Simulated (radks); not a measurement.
Results of a calculation; reference values are marked as such.
Task: The osmium ion Os74+, 2 electrons, occupied as 1s1 6p1 (not the ground configuration). Level of theory: Dirac Kohn-Sham, PBE, spin-unpolarised, spherical densities, point nucleus; open shells are shared between the two j in proportion to 2j + 1 (a radial shooting solver on a logarithmic mesh with Libxc functionals). Some entries of the table are withheld. Estimate them.

orbital,occ.,eigenvalue (hartree),<r> (bohr),<r^2> (bohr^2)
1s1/2,1,-3124.531,0.01755,0.0004239
6p1/2,0.333333,(1),(2),0.5038
6p3/2,0.666667,(3),(4),0.5345

Result: 
(1) 6p1/2 eigenvalue (hartree): -81.77024
(2) 6p1/2 <r> (bohr): 0.6697
(3) 6p3/2 eigenvalue (hartree): -79.34180
(4) 6p3/2 <r> (bohr): 0.6898
